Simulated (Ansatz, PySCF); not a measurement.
System: CHClF$_{2}$, charge 0, singlet. CHClF2 (chloro(difluoro)methane, SMILES FC(F)Cl).
B3LYP-D3(BJ)/def2-TZVP minimum from Ansatz (an electronic-structure program):
```
C
F 1 1.3432
F 1 1.3432 2 108.21
H 1 1.0879 2 110.03 3 120.24
Cl 1 1.7787 4 109.10 3 120.43
```

Total energies in hartree (Ansatz). Open shells are spin-unrestricted; no spin-orbit coupling. Correlated methods leave the cores frozen. No relativity. For partners of very few electrons the exact lower level stands in for a higher one.

```tsv
species	HF/cc-pV(T+d)Z	CCSD(T)/cc-pV(T+d)Z	HF/cc-pV(Q+d)Z	CCSD(T)/cc-pV(Q+d)Z	CCSD(T)/cc-pV(D+d)Z	CCSDT(Q)/cc-pV(D+d)Z
1: CHClF2 (SMILES FC(F)Cl)	-696.93205	-697.83745	-696.95486	-697.93706	-697.51788	-697.51997
2: F (doublet)	-99.40552	-99.62036	-99.41377	-99.65026	-99.52757	-99.52776
3: C (triplet)	-37.69157	-37.78076	-37.69331	-37.78654	-37.76038	-37.76071
4: Cl (doublet)	-459.48556	-459.67356	-459.48916	-459.69449	-459.60403	-459.60445
5: H (doublet)	-0.49981	-0.49981	-0.49995	-0.49995	-0.49928	-0.49928
```

### Question
Work out the enthalpy of formation at 298 K (by atomisation, with ideal-gas terms from PySCF's Hessian at B3LYP-D3(BJ)/def2-TZVP and the atoms' measured values of the G2/97 table; no spin-orbit terms) in kJ/mol: take Hartree-Fock from cc-pV(Q+d)Z, extrapolate the CCSD(T) correlation energy as X^-3 (X = 3, 4), and add CCSDT(Q) - CCSD(T) in cc-pV(D+d)Z. The further terms named in the bracket sum to +0.47841 hartree. 1 hartree = 2625.5 kJ/mol.

### Answer

Species 1: correlation (64·(-0.98220) - 27·(-0.90540))/37 = -1.03824; step -0.00209; E1 = -696.95486 + (-1.03824) + (-0.00209) = -697.99519
Species 2: correlation (64·(-0.23649) - 27·(-0.21484))/37 = -0.25229; step -0.00019; E2 = -99.41377 + (-0.25229) + (-0.00019) = -99.66625
Species 3: correlation (64·(-0.09323) - 27·(-0.08919))/37 = -0.09618; step -0.00033; E3 = -37.69331 + (-0.09618) + (-0.00033) = -37.78982
Species 4: correlation (64·(-0.20533) - 27·(-0.18800))/37 = -0.21798; step -0.00042; E4 = -459.48916 + (-0.21798) + (-0.00042) = -459.70756
Species 5: correlation (64·(0.00000) - 27·(0.00000))/37 = 0.00000; step +0.00000; E5 = -0.49995 + (0.00000) + (+0.00000) = -0.49995
+1·E1 -2·E2 -1·E3 -1·E4 -1·E5 +0.47841 = -0.18695 hartree = -490.8 kJ/mol. Measured: -115.4 kcal/mol, -482.8 kJ/mol (Active Thermochemical Tables 1.112 (ions: stationary electron), as tabulated in the package chemicals); atomic spin-orbit terms, which the calculations lack, would raise the computed values. The composite differs from it by -8.0 kJ/mol; core, relativistic and spin-orbit terms are not in it.
